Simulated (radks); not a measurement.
The numbers below are computed, except where a source is named.
The thallium ion Tl+ inside a hard spherical wall (all orbitals vanish at R), configuration held at [Hg] and not refilled when levels cross. Code: a radial shooting solver on a logarithmic mesh with Libxc functionals. Model: scalar-relativistic Kohn-Sham, PBE, spin-polarised, spherical densities, finite nucleus; Fermi nuclear charge, rms radius 5.4759 fm. Eigenvalues in eV for spin up, with the zero of energy where the potential of the charges vanishes at infinity; a dash marks a level that is unbound or too diffuse for the functional's potential to be trusted. A positive occupied level is held by the wall or, in an anion where self-interaction has pushed it up, behind a barrier. The pressure on the wall is -dE/dV.

R (bohr)  E (hartree)  kinetic (hartree)    e(4f)    e(5p)    e(5d)    e(6s)  e(6p, empty)  e(7s, empty)  pressure (GPa)
free      -20240.5032          22782.767  -121.32  -83.399  -22.761  -16.300        -8.192             -               0
20        -20240.5032          22782.767  -121.32  -83.399  -22.761  -16.300        -8.192             -        < 0.0001
15        -20240.5032          22782.767  -121.32  -83.399  -22.761  -16.300        -8.192             -        < 0.0001
10        -20240.5032          22782.767  -121.32  -83.398  -22.761  -16.300        -8.188        -3.371        0.000102
6         -20240.4984          22782.819  -121.15  -83.234  -22.606  -16.128        -7.553         2.397           0.577
5         -20240.4736          22783.022  -120.62  -82.720  -22.129  -15.523        -6.142         9.700            4.98
4         -20240.3215          22783.997  -118.54  -80.797  -20.349  -12.921        -1.437        28.117            49.0
3         -20239.2448          22789.530  -109.88  -73.351  -13.108   -0.470        17.188        84.012             673
2.5       -20236.8050          22800.609  -97.129  -63.097   -2.062   21.047        46.296        156.78            3140
